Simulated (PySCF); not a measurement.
**How methods differ on the ionisation energy of Er⁴⁶⁺**

Er⁴⁶⁺ [Ar] 3d4 (5D) → Er⁴⁷⁺ [Ar] 3d3 (4F), as a difference of total energies. All numbers are calculated (PySCF 2.14, no relativity, point nucleus, in an uncontracted even-tempered set (16 s from 10 bohr⁻², ratio 2.5; 10 p from 13 bohr⁻², ratio 2.5; 7 d from 13 bohr⁻², ratio 2.5; 4 f from 48 bohr⁻², ratio 2.7; 3 g from 72 bohr⁻², ratio 2.7)). Correlated levels: outer shells: [Ne] frozen; virtual orbitals above 40 to 60 times the deepest correlated orbital energy dropped. The calculations carry no spin-orbit coupling.

| method | ionisation energy (eV) |
| --- | --- |
| UHF | 3889.3 |
| LDA | 3888.4 |
| PBE | 3887.4 |
| PBE0 | 3888.4 |
| r2SCAN | 3887.4 |
| r2SCAN0 | 3888.4 |
| TPSS | 3886.2 |
| MP2 (outer shells) | 3889.4 |
| SCS-MP2 (outer shells) | 3888.8 |

Spin-orbit coupling is strong in these open shells (close to jj coupling). The scalar numbers leave it out and a first-order estimate fails, so it can dominate the gap to the real levels.

The gap to the reference is mostly relativistic.

For comparison: 3916 ± 4 eV (theoretical estimate listed by NIST; NIST Atomic Spectra Database, ionization energies).
